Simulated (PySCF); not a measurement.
A calculation of spin–spin couplings was started as follows.

```
$ OMP_NUM_THREADS=1 python run.py task.json out

{"job": {"kind": "hj", "xc": "PBE0", "basis": {"default": "pcJ-1", "Mo": "dyall-v2z"}, "rel": "so", "atoms": [0]}, "charge": 0, "multiplicity": 1}
Mo     0.015453    -0.022250    -0.052155
N      0.004662    -0.048026     1.558852
F      1.795055    -0.063131    -0.509751
F     -0.824124     1.548823    -0.506048
F     -0.916196    -1.525896    -0.553019
```

Keys: rel nr, sf, so or ecp = non-relativistic, spin-free X2C, spin–orbit X2C, core potentials. Where two scalar SCFs are printed, the second keeps all basis functions and supplies the properties. Unless the job says otherwise: screened-nuclear two-electron spin–orbit term, Gaussian nuclei, grid level 2, density fitting; us- before a basis frees its s functions. Densities at nuclei with contracted s functions are some per cent off.

It printed: (geometry: PBE0-D3(BJ)/def2-SVP)

```
spin-free SCF
coarse grid: 29192 points
cycle   1  E = -4400.9472878365  dE =  1.070e+00  |g| = 2.818e+00  |ddm| = 2.106e+00
cycle   2  E = -4387.8027139177  dE =  1.314e+01  |g| = 9.051e+00  |ddm| = 5.219e+00
cycle   3  E = -4401.9683623836  dE = -1.417e+01  |g| = 1.884e+00  |ddm| = 3.841e+00
cycle   4  E = -4402.5384483844  dE = -5.701e-01  |g| = 3.192e-01  |ddm| = 6.558e-01
cycle   5  E = -4402.5317177240  dE =  6.731e-03  |g| = 3.414e-01  |ddm| = 1.904e-01
cycle   6  E = -4402.5496878350  dE = -1.797e-02  |g| = 1.036e-01  |ddm| = 1.384e-01
cycle   7  E = -4402.5509784116  dE = -1.291e-03  |g| = 3.714e-02  |ddm| = 3.956e-02
cycle   8  E = -4402.5512408213  dE = -2.624e-04  |g| = 8.086e-03  |ddm| = 1.909e-02
cycle   9  E = -4402.5512516144  dE = -1.079e-05  |g| = 2.182e-03  |ddm| = 4.076e-03
cycle  10  E = -4402.5512521980  dE = -5.835e-07  |g| = 9.408e-04  |ddm| = 1.021e-03
final grid: 60208 points
cycle  11  E = -4402.5513804568  dE =  4.015e-07  |g| = 3.956e-03  |ddm| = 2.032e-03
cycle  12  E = -4402.5513511612  dE =  2.930e-05  |g| = 1.328e-02  |ddm| = 6.692e-03
cycle  13  E = -4402.5513822899  dE = -3.113e-05  |g| = 1.158e-03  |ddm| = 5.677e-03
cycle  14  E = -4402.5513823499  dE = -5.999e-08  |g| = 1.039e-03  |ddm| = 8.231e-04
cycle  15  E = -4402.5513825174  dE = -1.675e-07  |g| = 1.897e-05  |ddm| = 4.254e-04
cycle  16  E = -4402.5513825175  dE = -6.185e-11  |g| = 3.854e-06  |ddm| = 9.464e-06
converged SCF energy = -4402.5513825175
two-component SCF
cycle   1  E = -4402.3347337676  dE = -4.402e+03  |FDS-SDF| = 4.837e+01
cycle   2  E = -4402.8135058993  dE = -4.788e-01  |FDS-SDF| = 1.789e-01
cycle   3  E = -4402.8137289302  dE = -2.230e-04  |FDS-SDF| = 6.308e-03
cycle   4  E = -4402.8137363712  dE = -7.441e-06  |FDS-SDF| = 5.699e-03
cycle   5  E = -4402.8137386403  dE = -2.269e-06  |FDS-SDF| = 4.103e-03
cycle   6  E = -4402.8137422013  dE = -3.561e-06  |FDS-SDF| = 1.292e-03
cycle   7  E = -4402.8137430139  dE = -8.126e-07  |FDS-SDF| = 6.655e-04
cycle   8  E = -4402.8137431687  dE = -1.547e-07  |FDS-SDF| = 2.191e-04
cycle   9  E = -4402.8137432023  dE = -3.360e-08  |FDS-SDF| = 4.943e-05
cycle  10  E = -4402.8137432044  dE = -2.174e-09  |FDS-SDF| = 2.239e-05
converged, E = -4402.8137432044

Indirect spin-spin couplings
  i        j     bonds      J/Hz   K/1e19 T2/J   anisotropy/Hz
  0  95Mo   1  15N    1       34.36      430.83        61.1
  0  95Mo   2  19F    1     -133.60      180.47      -717.4
  0  95Mo   3  19F    1     -133.65      180.54      -719.0
  0  95Mo   4  19F    1     -132.92      179.55      -717.4
```

Cost: 3.5 min wall time on 1 thread of an Arm Neoverse N1, shared host.
